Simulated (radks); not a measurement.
Question: Coherent X-ray form factor from a spherical all-electron density. Method: scalar-relativistic Kohn-Sham, B86b exchange with PBE correlation, spin-unpolarised, spherical densities, point nucleus; computed with a radial shooting solver on a logarithmic mesh with Libxc functionals.

| sin(theta)/lambda (1/angstrom) | f0 (electrons) |
|---|---|
| 0.05 | 41.008 |
| 0.1 | 38.641 |
| 0.15 | 35.860 |
| 0.2 | 33.151 |
| 0.25 | 30.651 |
| 0.3 | 28.396 |
| 0.4 | 24.650 |
| 0.5 | 21.805 |
| 0.6 | 19.581 |
| 0.8 | 16.008 |
| 1 | 12.951 |
| 1.25 | 9.893 |
| 1.5 | 7.832 |
| 2 | 5.805 |

The species is in the configuration that NIST lists as its ground one. Which atom or ion scatters so?

Answer: Neutral molybdenum, [Kr] 4d5 5s1. Extrapolating in s^2 from the first two rows gives f0(0) = 41.8, near the electron count 42; among species with that count, the fall with angle is slower the higher Z, and the table is that of Z = 42; from so few rows the species is fixed only to a neighbour or two.
